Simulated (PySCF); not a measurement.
Dipole moment and polarisability of [(Cl)3Hf]2O

Compound: [(Cl)3Hf]2O (singlet state).
Geometry (PBE0-D3(BJ)/def2-SVP, Å), atoms numbered from 1 in this order:
```xyz
9
Cl6Hf2O angstrom
Hf    -1.1018   -1.1186   -1.1335
Cl    -3.0811    0.0491   -1.5364
Cl    -1.4958   -3.0955    0.0416
Cl     0.0773   -1.5172   -3.1069
O      0.0028    0.0004   -0.0196
Hf     1.1185    1.0925    1.1150
Cl     3.2805    0.2163    1.0753
Cl     0.2415    1.0407    3.2766
Cl     1.0907    3.2630    0.2624
```

Level: CAM-B3LYP/def2-SVPD (PySCF), static field, nuclei fixed, core orbitals frozen in the response. The polarisability tensor in these axes (au):

```
x   161.37   2.73   2.88
y     2.73 161.30   2.85
z     2.88   2.85 161.54
```

**Question.** Give the principal values, the mean and the anisotropy Δα = √{½[(α1 − α2)² + (α2 − α3)² + (α1 − α3)²]}.

**Answer.** Principal values 158.56, 158.60 and 167.04 au; mean 161.40 au = 23.92 Å³ = 26.61 × 10⁻⁴⁰ C²·m²/J; Δα = 8.46 au (5 % of the mean).

**Question.** What is the dipole moment?

**Answer.** 0.10 D at this geometry.

**Question.** Estimate the molar refractivity from the static electronic polarisability.

**Answer.** Lorentz–Lorenz: R = (4π/3)N_A α = 2.5225 cm³/(mol·Å³) × 23.92 Å³ = 60.3 cm³/mol, in the limit of long wavelengths.

**Question.** Form Σ f/ω² (atomic units) for the 10 lowest TDDFT singlets, given as eV and f, and set it beside the mean polarisability, which is this sum over all singlets: 6.50, 0.0030; 6.51, 0.0029; 6.54, 0.0018; 6.54, 0.0016; 6.56, 0.0000; 6.64, 0.0001; 6.69, 0.1036; 6.75, 0.0471; 6.75, 0.0481; 6.76, 0.0009.

**Answer.** They add up to 3.44 au, 2.1 % of the 161.40 au; the largest single term is 1.71 au, from the state at 6.69 eV. Terms in order: 0.05, 0.05, 0.03, 0.03, 0.00, 0.00, 1.71, 0.77, 0.78, 0.01 au. Higher excitations give the rest. The strengths listed sum to 0.209.

**Question.** Find the Langevin capture rate constant for NO+ (29.998 u) meeting this molecule (585.701 u), k = 2.342 × 10⁻⁹ cm³/s × √(α in Å³ / reduced mass in u).

**Answer.** The reduced mass is 28.54 u, so k = 2.14 × 10⁻⁹ cm³/s.

Isolated species at its PBE0-D3(BJ)/def2-SVP geometry, gas phase. Atoms past krypton carry effective core potentials; spin–orbit coupling is left out.
